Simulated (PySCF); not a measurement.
## Ionisation energy of Se¹⁶⁺ by level of theory

Se¹⁶⁺ [Ar] (1S) → Se¹⁷⁺ [Ne] 3s2 3p5 (2P), as a difference of total energies. Computed with PySCF 2.14 in an uncontracted even-tempered set (19 s from 1.4 bohr⁻², ratio 2.5; 12 p from 1.8 bohr⁻², ratio 2.5; 5 d from 10 bohr⁻², ratio 2.7; 4 f from 16 bohr⁻², ratio 2.7), with scalar relativity by spin-free X2C-1e. Correlated levels: outer shells: 1s2 frozen; virtual orbitals above 40 to 60 times the deepest correlated orbital energy dropped. The calculations carry no spin-orbit coupling.

```csv
method,ionisation energy (eV)
UHF,652.18
LDA,653.66
PBE,653.50
PBE0,653.65
r2SCAN,654.00
B3LYP,653.69
BLYP,653.33
MP2 (outer shells),653.15
SCS-MP2 (outer shells),653.00
```

Question: How much does correlation contribute at MP2 (outer shells)?

Answer: 653.15 − (652.18) = 0.97 eV, measured against UHF.

A first-order spin-orbit estimate (lowest level to lowest level, LS coupling) adds -2.619 eV.

Breit and QED terms and the two-electron picture change are absent.

For comparison: 650.5 ± 2.1 eV (semi-empirical (NIST evaluation); NIST Atomic Spectra Database, ionization energies).
